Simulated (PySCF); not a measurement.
A calculated (UHF, PySCF 2.14, jorge-DZP-DKH, scalar relativity by spin-free X2C-1e) atom or ion has these occupied shells.

```tsv
shell	electrons	orbital energy (eV)	rms radius, mean of both spins (bohr)
1s β	1	-9773.5	0.0580
1s α	1	-9773.5	0.0580
2s α	1	-1277.1	0.245
2s β	1	-1275.9	0.245
2p α	3	-1109.4	0.219
2p β	3	-1108.2	0.219
3s α	1	-201.52	0.728
3s β	1	-198.44	0.728
3p α	3	-149.41	0.770
3p β	3	-145.73	0.770
3d α	5	-63.901	0.916
3d β	4	-62.097	0.916
```

(1) Name the element and its charge.

## Answers

(1) Zn³⁺ (zinc, charge +3), in [Ar] 3d9, 2D determinant.
